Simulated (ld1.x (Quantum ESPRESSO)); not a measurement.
Zn: one change to a PAW potential, before and after

ld1.x (Quantum ESPRESSO) 7.5 input, shortened:

```
&input
   title='Zn', zed=30., rel=1, dft='PBESOL', iswitch=3,
   config='[Ar] 3d10 4s1.5 4p0.5'
 /
 &inputp
   pseudotype=3, lpaw=.true., tm=.true., lloc=-1, rcloc=1.05,
   nlcc=.true., rcore=1.05,
   which_augfun='BESSEL', rmatch_augfun=1.30
 /
6
4S  1  0   1.50   0.00  2.00  2.10  0.0
4S  1  0   0.00   0.05  2.00  2.10  0.0
4P  2  1   0.50   0.00  2.85  3.60  0.0
4P  2  1   0.00   4.65  2.85  3.60  0.0
3D  3  2  10.00   0.00  1.20  1.35  0.0
3D  3  2   0.00   1.60  1.20  1.35  0.0
 &test
   configts(1)='3d10 4s1.5 4p0.5'
 /
```

Change: waves 3d (bound): rcut 1.20, rcutus 1.80 bohr; 3d channel at 1.6 Ry: rcut 1.20, rcutus 1.80 bohr.

Cutoffs: the cutoffs (Ry, on a coarse ladder) from which the occupation-weighted sum of valence levels, in a spherical-Bessel basis at the reference potential, stays within 10 and 1 mRy of its value at 400 Ry; they do not see the model core or the augmentation charge, which bear on the density cutoff. Errors are all-electron minus pseudo energies relative to the spin-unpolarised reference configuration.

Question: Predict the effect on cutoff, ghosts and configuration errors.

Answer: The potential gets softer (60 Ry and 110 Ry → 35 Ry and 55 Ry); both files keep a bound ghost (s); of the 7 tests that both files solve, the error grows in 3 and shrinks in 0 by more than 15 % and 0.3 meV (median size 0.6 → 2.0 meV). A larger radius leaves more room for a smooth pseudo-wave, so fewer plane waves are needed. More of the atom is replaced by a form fitted at one configuration, so other configurations suffer.

```tsv
quantity	base	changed
cutoff, loose	60 Ry	35 Ry
cutoff, tight	110 Ry	55 Ry
loose cutoff by channel (10 mRy a level)	s 6 Ry, p 6 Ry, d 50 Ry	s 6 Ry, p 6 Ry, d 30 Ry
bound ghosts	s	s
error for 3d10 4s2 4p0, meV [ΔE -2.51 eV]	-0.1	-0.2
error for 3d10 4s1 4p0, meV [ΔE 7.39 eV]	+0.1	-2.0
error for 3d10 4s0 4p0, meV [ΔE 25.74 eV]	+0.8	-16
error for 3d9 4s2 4p0, meV [ΔE 15.42 eV]	-132	-160
error for 3d10 4s0 4p2, meV [ΔE 8.09 eV]	-3.1	-3.4
error for 3d10 4s1 4p1, meV [ΔE 2.61 eV]	-0.6	-0.7
error for 3d10 4s1.5 4p0, meV [ΔE 1.44 eV]	+0.1	-0.1
s: phases at 3.88 bohr within 0.05 rad from the reference energy up to (Ry; the scan ends near 5)	4.5	4.5
p: phases at 3.88 bohr within 0.05 rad from the reference energy up to (Ry; the scan ends near 5)	1.3	1.3
d: phases at 3.88 bohr within 0.05 rad from the reference energy up to (Ry; the scan ends near 5)	n/a	n/a
lowest overlap eigenvalue by channel	s 0.19, p 0.51, d 0.33	s 0.19, p 0.51, d 0.85
```

 A true bound ghost makes a file unfit for plane-wave use even where its test errors are small: the radial tests pick states by their node count and pass the ghost by.
